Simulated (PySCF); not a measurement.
AlBr2, SMILES [Br][Al][Br], multiplicity 2.

Coordinates come from a B3LYP-D3(BJ)/def2-TZVP optimisation. The multiplicity is an assumed one; other spin states were not compared. The isomer is the one that the SMILES or the coordinates give; other isomers of the formula were not compared.

All values below come from PySCF 2.14.0 with TDA-CAM-B3LYP/def2-SVPD.

Vertical excitations. The molecule is in vacuum.

Computed excitation energies, oscillator strengths and character:
```json
[
 {"state": "root 1", "energy (eV)": "3.07", "λ (nm)": "403", "f": "0.036", "main pairs": "α HOMO→LUMO 97 %"},
 {"state": "root 2", "energy (eV)": "3.79", "λ (nm)": "327", "f": "0.000", "main pairs": "β HOMO→LUMO 97 %"},
 {"state": "root 3", "energy (eV)": "3.97", "λ (nm)": "313", "f": "0.000", "main pairs": "β HOMO−1→LUMO 97 %"},
 {"state": "root 4", "energy (eV)": "4.36", "λ (nm)": "285", "f": "0.011", "main pairs": "β HOMO−2→LUMO 93 %"},
 {"state": "root 5", "energy (eV)": "4.37", "λ (nm)": "284", "f": "0.016", "main pairs": "β HOMO−3→LUMO 95 %"},
 {"state": "root 6", "energy (eV)": "5.16", "λ (nm)": "241", "f": "0.098", "main pairs": "α HOMO→LUMO+1 64 %, α HOMO→LUMO+2 25 %"},
 {"state": "root 7", "energy (eV)": "5.19", "λ (nm)": "239", "f": "0.015", "main pairs": "α HOMO−2→LUMO 14 %, β HOMO−4→LUMO 79 %"},
 {"state": "root 8", "energy (eV)": "5.48", "λ (nm)": "226", "f": "0.000", "main pairs": "α HOMO−1→LUMO 97 %"},
 {"state": "root 9", "energy (eV)": "5.55", "λ (nm)": "223", "f": "0.073", "main pairs": "α HOMO→LUMO+3 56 %, α HOMO−2→LUMO 31 %"},
 {"state": "root 10", "energy (eV)": "5.74", "λ (nm)": "216", "f": "0.137", "main pairs": "α HOMO−2→LUMO 30 %, α HOMO→LUMO+3 22 %, β HOMO−1→LUMO+1 30 %, β HOMO−4→LUMO 11 %"}
]
```
Unrestricted roots are not spin-pure.
